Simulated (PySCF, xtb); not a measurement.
2H-1,3-oxazine (C4H5NO), SMILES C1=COCN=C1.

xtb with GFN2-xTB at its own geometry gives an orbital gap of 2.93 eV and a dipole moment of 1.59 D.

The structure is a stationary point at B3LYP-D3(BJ)/def2-SVP. The geometry has at least one imaginary mode, so it is a saddle point at that level. The values are those of a single conformer.

Problem. What does PySCF with CAM-B3LYP/def2-TZVP give? (An estimate is asked for; the answer gives what the named calculation found.)

Solution. gap 7.57 eV (levels -7.64 and -0.07 eV), dipole 1.52 D.
